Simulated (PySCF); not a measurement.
# A failing input for MgAs

```python
from pyscf import gto, dft
from pyscf.prop.polarizability import uhf as pol

mol = gto.M(
    atom='Mg 0 0 0; As 0 0 2.403',
    basis='def2-svp',
    charge=0,
    spin=3,
    symmetry=True,
    verbose=4,
)
mf = dft.UKS(mol, xc='pbe')
mf = mf.density_fit(auxbasis='def2-universal-jkfit')
mf.max_cycle = 3
mf.kernel()
print('polarizability (a.u.)')
print(pol.Polarizability(mf).polarizability().round(4))
mf.dip_moment()
print('orbital energies (hartree):', [e[max(0, n-3):n+3].round(4) for e, n in zip(mf.mo_energy, mol.nelec)])
```

```bash
$ python input.py
```

The log, shortened:

```
[earlier lines left out]

******** <class 'pyscf.df.df_jk.DFSymAdaptedUKS'> ********
method = DFSymAdaptedUKS
initial guess = minao
damping factor = 0
level_shift factor = 0
DIIS = <class 'pyscf.scf.diis.CDIIS'>
SCF conv_tol = 1e-09
SCF max_cycles = 3
number electrons alpha = 24  beta = 21
XC functionals = pbe

grids dens level: 3
Freeze 0 electrons in irreps []
    45 free electrons in irreps A1 E1x E1y E2x E2y
tot grids = 39008
init E= -2434.41728563796

cycle= 1 E= -2435.0717114771  delta_E= -0.654  |g|= 0.161  |ddm|= 1.31
cycle= 2 E= -2435.04127373955  delta_E= 0.0304  |g|= 0.185  |ddm|= 0.84

cycle= 3 E= -2435.08286342302  delta_E= -0.0416  |g|= 0.0902  |ddm|= 0.699
SCF not converged.
SCF energy = -2435.08286342302 after 3 cycles  <S^2> = 3.7519894  2S+1 = 4.0009946
polarizability (a.u.)
Isotropic polarizability 85.2351968352
Polarizability anisotropy 26.2871651328
[[ 76.4728   0.      -0.    ]
 [  0.      76.4728  -0.    ]
 [ -0.      -0.     102.76  ]]
Dipole moment(X, Y, Z, Debye):  0.00000,  0.00000, -2.64486
orbital energies (hartree): [array([-0.2295, -0.2295, -0.1419, -0.0493, -0.0493,  0.003 ]), array([-1.537 , -0.492 , -0.2189, -0.1629, -0.1629, -0.0998])]
```

Question: Which setting is at fault, why, and what does a mended input give?

Answer: The cycle limit (3): the limit is below the number of cycles that the SCF needs. With this edit
```diff
- mf.max_cycle = 3
```
the run finishes: E(SCF) = -2435.088836 Eh, 9 cycles, ⟨S²⟩ = 3.753, μz(SCF) = -0.78 D, α(xx, yy, zz) = 73.8, 73.8, 108.9 bohr³.

The bond length is a typed value, not an optimised one. No search for the lowest solution was made.
